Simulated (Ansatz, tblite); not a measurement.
Cost and result up the ladder for Cu2Br⁺ (3 atoms). The state is a singlet with charge 1. Geometry: PBE0-D4/def2-TZVP.

```xyz
3

Cu   -0.4520    1.8244   -0.0654
Cu   -0.1913   -1.7294    0.7137
Br    0.6433   -0.0949   -0.6483
```

Ansatz on 4 threads of Arm Neoverse V2 on a shared host; xTB runs through tblite on one thread. Times are rough, summed over both states, and most runs start from the orbitals of an earlier one. PBE-QIDH/def2-TZVP serves as the yardstick here, not as an exact answer. Differences are given only for rows in sets of like size (and for xTB, whose basis is part of the method), since another set adds its own error. The other state is a quintet at its own geometry.

The xTB rows come from tblite. Correlated methods freeze 27 core orbitals; core or outer-core shells of Br are correlated, in sets that lack core-valence functions. The structure comes from a short search, and lower isomers may exist.

Second-order perturbation terms are unreliable where d shells bring near-degenerate states, and here PBE-QIDH/def2-TZVP lies more than 0.4 eV from the median of the functionals without such a term.

Correlated methods converge slowly with the basis.

xTB has no spin-polarisation term.

| level | functions | wall time | quintet − singlet (eV) | difference from PBE-QIDH/def2-TZVP (eV) | remarks |
| --- | --- | --- | --- | --- | --- |
| GFN1-xTB | 27 | 0.008 s | 6.40 | -0.03 | – |
| GFN2-xTB | 27 | 0.016 s | 11.26 | 4.84 | – |
| HF/STO-3G | 54 | 5.4 s | -11.02 | – | spin-contaminated (⟨S²⟩ 6.14) (quintet) |
| PBE0-D4/def2-TZVP | 138 | 9.6 s | 5.92 | -0.50 | – |
| CAM-B3LYP-D4/def2-TZVP | 138 | 11 s | 6.17 | -0.25 | – |
| PBE-QIDH/def2-TZVP | 138 | 13 s | 6.42 | 0.00 | – |
| r2SCAN0-D4/def2-TZVP | 138 | 18 s | 5.40 | -1.02 | – |
| r2SCAN-D4/def2-TZVP (with forces) | 138 | 19 s | 5.53 | -0.89 | – |
